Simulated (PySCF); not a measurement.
C2H7BO3, SMILES B(O)(OC)OC. Atoms are numbered in the order given.

```xyz
13

B     -0.1363     0.1461     0.3776
O     -0.0679     0.1183     1.7394
H     -0.6945     0.7388     2.1243
O      0.6670    -0.6563    -0.3705
C      1.5670    -1.5385     0.2460
H      1.0440    -2.2939     0.8558
H      2.1365    -2.0554    -0.5398
H      2.2746    -1.0067     0.9032
O     -1.0226     0.9839    -0.2306
C     -1.1112     1.0519    -1.6292
H     -1.0174     0.0579    -2.0944
H     -2.0876     1.4824    -1.8958
H     -0.3216     1.6988    -2.0480
```

The structure is a stationary point at PBE0-D3(BJ)/def2-SVP. The values are those of a single conformer.

Vertical ionisation energy (IE) and electron affinity (EA) in eV. Rows of orbital energies are one-electron estimates. Where ΔSCF, EOM or ADC give a negative EA the extra electron is unbound and the value depends on the basis.

| level | IE | EA |
|---|---|---|
| −ε(HOMO), −ε(LUMO), HF/def2-TZVP (PySCF) | 12.16 | -3.38 |
| −ε(HOMO), −ε(LUMO), PBE/def2-TZVP (PySCF) | 6.57 | -0.07 |
